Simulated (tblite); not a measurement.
Compound: C2H8N2Si2.
Cartesian coordinates in Å at the GFN2-xTB level; atoms count from 1:
```xyz
14
C2H8N2Si2 angstrom
C      0.094    1.427   -0.177
N     -0.260    0.035    0.040
Si    -1.962   -0.279    0.246
Si     0.940   -1.156   -0.320
C      2.518   -0.522    0.461
N      3.488   -0.133    0.929
H     -0.498    2.069    0.475
H     -0.091    1.731   -1.212
H      1.149    1.592    0.044
H     -2.418    0.585    1.337
H     -2.075   -1.697    0.562
H     -2.690    0.046   -0.987
H      1.242   -1.296   -1.753
H      0.563   -2.403    0.333
```

All values are computed: GFN2-xTB (tblite) harmonic vibrations without scaling, gas phase. Errors from tens to a few hundred cm⁻¹ against measured bands are possible. Modes of hydrogen on silicon can be 10 to 20 % off. One conformer, not necessarily the lowest.

Harmonic wavenumbers (cm⁻¹): 33.0, 83.9, 108.0, 135.8, 214.9, 227.7, 258.9, 300.6, 341.8, 508.6, 554.5, 562.9, 580.6, 615.9, 627.6, 733.1, 749.0, 754.6, 792.1, 813.2, 951.1, 1098.6, 1147.1, 1182.3, 1433.2, 1496.7, 1504.8, 2191.4, 2208.9, 2246.9, 2296.5, 2315.0, 2360.5, 2927.1, 2989.3, 2996.7.

A = 4941, B = 1226, C = 1079 MHz; mass 116.023 u (most abundant isotopes); point group C1, symmetry number 1.

Task: What is the zero-point energy?

Result: Half the sum of the wavenumbers: 20171 cm⁻¹ = 241.30 kJ/mol.

Task: Entropy at 500 K, 1 bar (ideal gas, RRHO, classical rotation)?

Result: Translation 178.89, rotation 124.80, vibration 191.38: S = 495.1 J/(mol K).

Task: And Cp and H(500 K) − H(0)?

Result: Cp = 199.35 J/(mol K), of which vibrations give 166.10 (their classical limit is 36 R = 299.3); H(500 K) − H(0) = 63.86 kJ/mol without the zero-point energy, 47.23 from vibrations.

Task: Blend soft modes into free rotors: weight 1/[1 + (100 cm⁻¹/ν̃)⁴] for the oscillator and the rest for a rotor with moment μB/(μ + B), μ = h/(8π²ν), B = 10⁻⁴⁴ kg m². What vibrational entropy results?

Result: 176.03 J/(mol K) in place of 191.38, which changes −T·S at 500 K by +7.67 kJ/mol.

Task: Which modes carry the vibrational entropy at 500 K?

Result: 33.0 cm⁻¹: 27.89; 83.9 cm⁻¹: 20.15; 108.0 cm⁻¹: 18.06; 135.8 cm⁻¹: 16.18; 214.9 cm⁻¹: 12.44; 227.7 cm⁻¹: 11.98 J/(mol K); the other 30 give 84.68 together.

Task: What must be added to the electronic energy to get the Gibbs energy at 500 K and 1 bar?

Result: ZPE + [H(500 K) − H(0)] − T·S = 241.30 + 63.86 − 247.54 = 57.62 kJ/mol.

Task: How do the functions run with temperature in this model?

Result: 
```json
{"T (K)": "100", "S (J/(mol K))": "286.4", "Cp (J/(mol K))": "76.9", "H − H(0) (kJ/mol)": "5.42", "G − H(0) (kJ/mol)": "-23.23", "ln q(vib)": "1.85"}
{"T (K)": "200", "S (J/(mol K))": "351.9", "Cp (J/(mol K))": "116.1", "H − H(0) (kJ/mol)": "15.09", "G − H(0) (kJ/mol)": "-55.30", "ln q(vib)": "4.39"}
{"T (K)": "300", "S (J/(mol K))": "405.8", "Cp (J/(mol K))": "150.7", "H − H(0) (kJ/mol)": "28.49", "G − H(0) (kJ/mol)": "-93.25", "ln q(vib)": "6.90"}
{"T (K)": "800", "S (J/(mol K))": "599.5", "Cp (J/(mol K))": "244.9", "H − H(0) (kJ/mol)": "131.06", "G − H(0) (kJ/mol)": "-348.55", "ln q(vib)": "18.00"}
{"T (K)": "1000", "S (J/(mol K))": "656.5", "Cp (J/(mol K))": "265.2", "H − H(0) (kJ/mol)": "182.18", "G − H(0) (kJ/mol)": "-474.29", "ln q(vib)": "21.75"}
```

q(vib) and H(0) count from the zero-point level.

Hindered rotation and anharmonicity are outside this model. Other conformers, if any are populated, would add a mixing term that is left out. The structure is chiral; the term R ln 2 for an equal mix with its mirror image is left out.

On one thread, Arm Neoverse N1 (aarch64) (shared host), this took 0.77 s wall. This covers the Hessian and the dipole derivatives.
